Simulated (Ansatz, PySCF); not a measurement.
C5H5Cl, SMILES C#CC/C=C/Cl. Atoms are numbered in the order given.

```xyz
11

C      3.3072     0.9652     0.2083
C      2.4457     0.1203     0.1095
C      1.3866    -0.8869     0.0056
C      0.0251    -0.3435     0.3700
C     -1.0090    -0.3662    -0.4705
Cl    -2.5865     0.2442    -0.0649
H      4.0731     1.7126     0.2917
H      1.3676    -1.3017    -1.0166
H      1.6353    -1.7311     0.6758
H     -0.0917     0.0883     1.3683
H     -0.9498    -0.7708    -1.4842
```
Charge 0, spin multiplicity 1.

Geometry optimised at B3LYP-D3(BJ)/def2-SVP. The structure was generated by enumeration; whether it is a known compound was not checked. One conformer was computed; it need not be the lowest.

Two levels are set side by side: PBE-D3(BJ)/def2-SVP (Ansatz, an electronic-structure program) and B3LYP-D3(BJ)/def2-SVP (Ansatz). Each level has its own optimised geometry; the coordinates shown are those of the second. Frequencies come from the Hessian of PySCF at each geometry. Differences are taken from unrounded values.

```
quantity                            B3LYP-D3(BJ)
----------------------------------  ------------
mean bond length (Å)                       1.273
bond C1–C2 (Å)                             1.211
bond C2–C3 (Å)                             1.465
bond C3–C4 (Å)                             1.511
bond C4–C5 (Å)                             1.333
bond C5–Cl6 (Å)                            1.739
bond C1–H7 (Å)                             1.073
bond C3–H8 (Å)                             1.103
bond C3–H9 (Å)                             1.106
bond C4–H10 (Å)                            1.094
bond C5–H11 (Å)                            1.093
highest harmonic wavenumber (cm⁻¹)          3471
mean harmonic wavenumber (cm⁻¹)             1308
zero-point energy (kcal/mol)               50.48
```

Task: What does PBE-D3(BJ) give, and how far is it from B3LYP-D3(BJ)? (An estimate is asked for; the answer gives what the named calculation found.)

Result: 
```
quantity                            PBE-D3(BJ)  PBE-D3(BJ) minus B3LYP-D3(BJ)
----------------------------------  ----------  -----------------------------
mean bond length (Å)                     1.279                          0.006
bond C1–C2 (Å)                           1.222                          0.011
bond C2–C3 (Å)                           1.464                         -0.001
bond C3–C4 (Å)                           1.512                          0.002
bond C4–C5 (Å)                           1.343                          0.010
bond C5–Cl6 (Å)                          1.736                         -0.003
bond C1–H7 (Å)                           1.081                          0.007
bond C3–H8 (Å)                           1.112                          0.009
bond C3–H9 (Å)                           1.115                          0.009
bond C4–H10 (Å)                          1.102                          0.008
bond C5–H11 (Å)                          1.102                          0.009
highest harmonic wavenumber (cm⁻¹)        3409                            -63
mean harmonic wavenumber (cm⁻¹)           1269                            -38
zero-point energy (kcal/mol)             49.00                          -1.48
```

Exact exchange shortens and stiffens bonds; PBE has none. Differences between two approximate levels are no errors against the true value.
